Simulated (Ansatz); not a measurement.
Basis-set extrapolation for CH$_{7}$ClSi$_{2}$, SMILES `[SiH3][SiH2]CCl` (PBE0-D4/def2-TZVP geometry, frozen core, Ansatz 0.2.0). Multiplicity 1, RHF reference.

```json
{"": "HF", "def2-TZVPP": "-1079.350257", "def2-QZVPP": "-1079.382934"}
{"": "MP2 correlation", "def2-TZVPP": "-0.619144", "def2-QZVPP": "-0.668511"}
{"": "CCSD(T) correlation", "def2-TZVPP": "-0.715163", "def2-QZVPP": "not run"}
```

Energies in hartree. Use E(X) = E(∞) + A·exp(−7.88·√X) for Hartree–Fock and E(X) = E(∞) + B·X^(−2.97) for correlation, with X = 3 and 4, and add CCSD(T) minus MP2 of the smaller set to the MP2 limit.

Problem. What is the CCSD(T) energy at the basis-set limit?

Solution. HF limit: -1079.382934 + (-0.032677) × 0.13774 = -1079.38743. MP2 limit: -0.668511 + (-0.049367) × 0.74074 = -0.70508. Higher-order term: -0.715163 − (-0.619144) = -0.09602. Total: -1080.18853 hartree, 77.3 kcal/mol below CCSD(T)/def2-TZVPP.
